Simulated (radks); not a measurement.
Spherical jellium clusters: N electrons in a uniform positive sphere of charge N and radius rs N^(1/3), rs = 4.03 bohr. Method: non-relativistic Kohn-Sham, PBE, spin-polarised, spherical densities; computed with a radial shooting solver with Libxc functionals. Levels are named by radial order and angular momentum (1s, 1p, 1d, 2s, ...), and open shells are averaged over m.

N = 8, configuration 1s2 1p6. This is the lowest configuration that the search found. Occupied and some empty levels:

level  occupation  eigenvalue (eV)  <r> (bohr)
1s              2          -4.3953       5.416
1p              6          -3.1939       6.551
1d              0          -1.7488       7.648
2s              0          -1.2793       7.790

Energy (eV): total -14.8463, kinetic 12.990, external -254.06, Hartree 124.92, exchange-correlation -28.337, background 129.64.

Electron density:

r (bohr)  n(r) (e/bohr^3)
0.264            0.002320
0.927            0.002521
1.59             0.002910
2.25             0.003410
2.92             0.003917
3.58             0.004313
4.24             0.004490
4.91             0.004374
5.57             0.003951
6.23             0.003279
6.89             0.002480
7.56             0.001700
8.22             0.001058
8.88            0.0006088
9.55            0.0003331
10.2            0.0001768
10.9           0.00009246
11.5           0.00004723
12.2           0.00002411
12.9           0.00001218
